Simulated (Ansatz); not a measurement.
Gas-phase electronic energies from Ansatz, PBE0-D4/def2-TZVP geometries. CCSD(T)/CBS adds triple-zeta CCSD(T) − MP2 to the extrapolated MP2 energy (def2 sets, frozen cores). DFT in def2-TZVPP. B3LYP here is the variant with VWN-RPA as its local correlation; programs differ in this. def2 core potentials past Kr. For In, Sn outer-core shells are correlated without core-valence functions, which leaves a few kJ/mol of doubt a bond. Each species was taken in one conformer, which may not be the lowest.

Consider the redistribution: `C[O][SnH2][F]` + `[CH3][InH][O][SiH3]` → `C[O][SnH]([F])[O][SiH3]` + `[CH3][InH2]`.

`C[O][SnH2][F]`:

Z-matrix (Å, degrees):
```
C
O 1 1.409
H 1 1.093 2 108.0
H 1 1.099 2 112.6 3 118.8
H 1 1.096 2 111.9 3 -119.0
Sn 2 1.945 1 120.6 3 -171.8
F 6 1.923 2 105.1 1 -63.9
H 6 1.701 2 110.5 1 48.4
H 6 1.692 2 106.7 1 -177.6
```

`[CH3][InH][O][SiH3]`:

Cartesian coordinates in Å:
```
C -1.673 -0.981 0.591
In -0.597 -0.825 -1.244
O 1.016 0.346 -1.024
Si 1.692 1.237 0.146
H -1.834 0.022 0.990
H -1.067 -1.539 1.307
H -2.630 -1.484 0.463
H -0.665 -1.389 -2.851
H 2.432 2.393 -0.434
H 2.655 0.438 0.961
H 0.671 1.784 1.095
```

`C[O][SnH]([F])[O][SiH3]`:

Z-matrix (Å, degrees):
```
C
O 1 1.415
H 1 1.096 2 112.1
H 1 1.092 2 107.5 3 -118.7
H 1 1.095 2 112.0 3 122.4
Sn 2 1.933 1 120.8 3 -60.7
O 6 1.933 2 109.0 1 51.6
F 6 1.914 2 106.4 1 -58.9
H 6 1.683 2 112.4 1 178.2
Si 7 1.639 6 136.8 2 -89.2
H 10 1.489 7 110.9 6 44.4
H 10 1.485 7 107.8 6 163.8
H 10 1.487 7 111.0 6 -76.5
```

`[CH3][InH2]`:

Z-matrix (Å, degrees):
```
C
In 1 2.153
H 1 1.091 2 110.7
H 1 1.090 2 111.6 3 122.1
H 1 1.093 2 109.1 3 -118.2
H 2 1.731 1 120.0 3 40.5
H 2 1.730 1 120.8 3 -140.1
```

```tsv
level	ΔE (kcal/mol)	difference from CCSD(T)/CBS
PBE-D4	6.2	0.6
r2SCAN-D4	5.9	0.3
PBE0-D4	5.4	-0.2
B3LYP-D4	5.6	0.0
ωB97X-V	4.9	-0.7
ωB97M-V	4.9	-0.7
B2PLYP	6.2	0.6
PBE	6.8	1.2
r2SCAN	6.1	0.5
PBE0	5.9	0.3
B3LYP	6.5	0.9
HF/def2-TZVPP	3.8	-1.8
MP2/def2-TZVPP	6.0	0.4
SCS-MP2/def2-TZVPP	5.8	0.2
CCSD/def2-TZVPP	5.2	-0.4
CCSD(T)/def2-TZVPP	5.4	-0.2
HF/def2-QZVPP	3.6	-2.0
MP2/def2-QZVPP	6.1	0.5
SCS-MP2/def2-QZVPP	5.8	0.2
HF/CBS(def2)	3.6	-2.0
MP2/CBS(def2)	6.2	0.6
CCSD/CBS(def2)	5.4	-0.2
CCSD(T)/CBS	5.6	0
```

Largest T1 diagnostic among the species: 0.014.

From PBE to PBE0 (25 % exact exchange), in def2-TZVPP and without D4, ΔE moves by −0.9 kcal/mol. In def2-TZVPP, CCSD(T) changes the Hartree–Fock value by +1.6 kcal/mol (the triples alone add +0.2 kcal/mol) and MP2 by +2.2 kcal/mol. The D4 term adds −0.8 kcal/mol with B3LYP and −0.5 kcal/mol with PBE0; it sums over pairs of atoms, weighted by their polarisabilities, and B3LYP, whose exchange is more repulsive, gets the larger term.
